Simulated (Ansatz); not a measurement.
Conformers of `[NH2][SnH2][Cl]`, each relaxed with PBE0-D4/def2-TZVP in Ansatz. CBS adds the triple-zeta coupled-cluster correction to the MP2 limit.

Elements past krypton have def2 core potentials. Outer-core shells of Sn are correlated without core-valence functions. Spin–orbit coupling is left out.

Not all of them had a frequency check.

Conformer A:

```xyz
7

N    -0.301    0.730    1.014
Sn    0.129   -0.431   -0.561
Cl    2.196    0.289   -1.374
H    -1.095    1.344    0.915
H    -0.329    0.274    1.913
H    -0.971   -0.162   -1.829
H     0.372   -2.043   -0.078
```

Conformer B:

Z-matrix (Å, degrees):
```
Sn
Cl 1 2.349
N 1 2.009 2 110.8
H 1 1.697 2 105.8 3 -117.5
H 1 1.697 2 105.8 3 117.5
H 3 1.012 1 113.9 2 -61.9
H 3 1.012 1 113.9 2 62.4
```

**Question.** Which is lowest in electronic energy at CCSD(T)/CBS (frozen core, def2 sets), and by how much? (Best estimate.)

**Answer.** Computed: B; A lies 7.0 kJ/mol higher.

**Question.** Give the energies relative to B (kJ/mol) with ωB97X-V/def2-TZVPP, B2PLYP/def2-TZVPP, PBE/def2-TZVPP, SCS-MP2/def2-TZVPP, CCSD/def2-TZVPP, CCSD(T)/def2-TZVPP, MP2/def2-QZVPP. (Best estimate.)

**Answer.** The calculation gave: 
```json
{"level": "ωB97X-V/def2-TZVPP", "A": "7.3"}
{"level": "B2PLYP/def2-TZVPP", "A": "8.2"}
{"level": "PBE/def2-TZVPP", "A": "9.2"}
{"level": "SCS-MP2/def2-TZVPP", "A": "8.1"}
{"level": "CCSD/def2-TZVPP", "A": "7.7"}
{"level": "CCSD(T)/def2-TZVPP", "A": "8.1"}
{"level": "MP2/def2-QZVPP", "A": "7.4"}
```
